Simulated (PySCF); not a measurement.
# Telling isomers of C$_{6}$H$_{9}$N$_{3}$O apart by NMR

Theoretical values (PySCF 2.14): GFN2-xTB structure, shieldings: GIAO PBE0/pcSseg-1. Non-relativistic, single conformer, no solvent, rapidly exchanging positions averaged.

Shifts are taken against calculated references (same method and geometry level): TMS for ¹H (σref 31.72), ¹³C (σref 186.93). Where no couplings were computed, multiplicities follow the n + 1 count of equivalent neighbours, and m marks all less simple cases (inequivalent or close neighbours, rings, F or P nearby). Shifts are as computed. Against solution values, carbons near 30 ppm lie about +3 ppm off and those near 130 ppm about +5 ppm. Of 1211 compounds with measured shifts, 218 miss one by over three times the rms of a fit or turn the order of signals round; such compounds aren't used in these exercises.

(1) Tabulate the signals of `CC(=O)c1nn(C)nc1C`, `CC(C)n1nncc1C=O`, `COc1cnn(C2CC2)n1` and their relative energies.

(2) What is the quickest way to tell CC(=O)c1nn(C)nc1C from COc1cnn(C2CC2)n1?

(3) What is the quickest way to tell CC(C)n1nncc1C=O from COc1cnn(C2CC2)n1?

(4) What is the quickest way to tell CC(=O)c1nn(C)nc1C from CC(C)n1nncc1C=O?

Results:

(1) 
| SMILES | carbon types | δC | δH | E rel. (kcal/mol) |
| --- | --- | --- | --- | --- |
| CC(=O)c1nn(C)nc1C | 3×C 3×CH3 | 197.8, 155.0, 147.6, 41.7, 30.6, 15.1 | 4.20 (s, 3H), 2.74 (s, 3H), 2.65 (s, 3H) | 0.0 |
| CC(C)n1nncc1C=O | 1×C 3×CH 2×CH3 | 184.0, 147.2, 139.7, 52.9, 25.1 | 10.34 (s, 1H), 8.17 (s, 1H), 5.67 (sept, 1H), 1.65 (d, 6H) | 15.5 |
| COc1cnn(C2CC2)n1 | 1×C 2×CH 2×CH2 1×CH3 | 168.0, 123.0, 57.8, 35.6, 9.8 | 7.05 (s, 1H), 4.09 (s, 3H), 3.85 (m, 1H), 1.36 (m, 2H), 0.90 (m, 2H) | 38.5 |

Energies are electronic energies at PBE0/pcSseg-1 on these geometries, without zero-point or thermal terms, each for the one conformer computed, which needn't be the lowest.

(2) Count the carbon signals: 6 against 5. The first has a methyl carbon on an aromatic ring (CH3) at 15.1 ppm, the second an aromatic CH next to a ring nitrogen at 123.0 ppm. Their most deshielded carbons lie at 197.8 and 168.0 ppm. In the proton spectra the most deshielded non-exchanging signals are 4.20 (s, 3H) and 7.05 (s, 1H).

(3) Both give the same number of carbon signals, but DEPT or the intensities differ. The first has an aldehyde carbonyl carbon (CH) at 184.0 ppm, the second a three-membered-ring carbon (CH2) at 9.8 ppm. Their most deshielded carbons lie at 184.0 and 168.0 ppm. In the proton spectra the most deshielded non-exchanging signals are 10.34 (s, 1H) and 7.05 (s, 1H).

(4) Count the carbon signals: 6 against 5. The first has a ketone carbonyl carbon (C) at 197.8 ppm, the second an aldehyde carbonyl carbon (CH) at 184.0 ppm. In the proton spectra the most deshielded non-exchanging signals are 4.20 (s, 3H) and 10.34 (s, 1H).
